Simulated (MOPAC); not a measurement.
MOPAC input (PM6):

```
PM6 1SCF CHARGE=1 GEO-OK AUX(PRECISION=9) THREADS=1
B2F3

F     2.27473807 1   -0.27201736 1   -0.01841880 1
B     1.06402718 1   -0.12723833 1   -0.00861554 1
B    -0.68855888 1    0.08233914 1    0.00557533 1
F    -1.10369992 1    1.29599113 1    0.10199446 1
F    -1.37963165 1   -0.99902978 1   -0.08188666 1
```

### Question
What heat of formation does the run end on, and which ionisation energy by Koopmans theorem?

### Answer
-29.23 kcal/mol; 17.86 eV.
